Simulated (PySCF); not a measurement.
Electronic structure of Ne(2+) (neon, charge +2) at the UHF level

Configuration: [He] 2s2 2p4, high-spin 3P determinant. All numbers are calculated (PySCF 2.14, the non-relativistic Hamiltonian (point nucleus), in def2-TZVP).

```json
{"Total energy": "-126.374823 hartree", "One-electron energy": "-166.5814 hartree", "Hartree (Coulomb) energy": "51.3255 hartree", "Exchange energy": "-11.1189 hartree", "Kinetic energy": "126.43450 hartree", "⟨S²⟩": "2.0035", "⟨L²⟩": "2.007", "Sum of ⟨r⟩": "5.193 bohr", "Sum of ⟨r²⟩": "4.964 bohr²", "Traceless quadrupole moment −½Σ⟨3z² − r²⟩ along its main axis": "-0.350 e·bohr²", "Density at the nucleus (Gaussians lack the cusp)": "609 bohr⁻³", "Spin density at the nucleus": "0.0833 bohr⁻³", "Langevin diamagnetic susceptibility": "-3.93 ×10⁻⁶ cm³/mol", "Time after the integrals": "0.06 s of wall time on 1 thread of Intel(R) Xeon(R) Platinum 8488C (shared host)"}
```

```csv
shell,electrons,mean orbital energy (hartree),spread (hartree),"rms radius, mean of both spins (bohr)"
1s α,1,-34.69846,0,0.183
1s β,1,-34.56045,0,0.183
2s α,1,-3.64558,0,0.906
2s β,1,-3.17697,0,0.906
2p α,3,-2.57652,0.14281,0.902
2p β,1,-2.35713,0,0.902
```
